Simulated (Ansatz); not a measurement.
Cl₂H₂O₃W, SMILES `[O]=[W]([OH])([OH])([Cl])[Cl]`. Total charge 0; spin multiplicity 1. W takes the def2 core potential.

Cartesian coordinates in Å:
```
O -1.3191 1.3493 -0.6972
W -0.3227 0.0677 -0.2731
O 1.2622 0.6865 0.5764
O -0.9191 -0.2990 1.4554
Cl -1.2681 -1.8764 -1.0492
Cl 1.0480 -0.0132 -2.1599
H 2.0120 0.9349 0.0289
H -0.4933 -0.8499 2.1187
```

Task: What are the harmonic wavenumbers in cm⁻¹ at PBE0-D4/def2-TZVP (Ansatz, finite differences of forces, unscaled)? (Estimate.)

Result: Ansatz gave: 75, 87, 180, 195, 262, 269, 290, 350, 392, 403, 441, 582, 665, 743, 777, 1076, 3876, 3879.

Task: Is this a minimum?

Result: Yes, all 18 modes are real.

Task: Give the ideal-gas thermochemistry at 298.15 K and 1 bar (rigid rotor, harmonic oscillator; point group C1, symmetry number 1).

Result: Zero-point energy 87.0 kJ/mol; H(298) − E = 112.2 kJ/mol; entropy 394.9 J/(mol·K), of which translation 180.2, rotation 121.5, vibration 93.2; G(298) − E = -5.5 kJ/mol. Modes under 100 cm⁻¹ are hindered rotations or soft bends, so the harmonic entropy is rough.

Task: Rotational constants (cm⁻¹)?

Result: 0.05762, 0.05434, 0.03646.
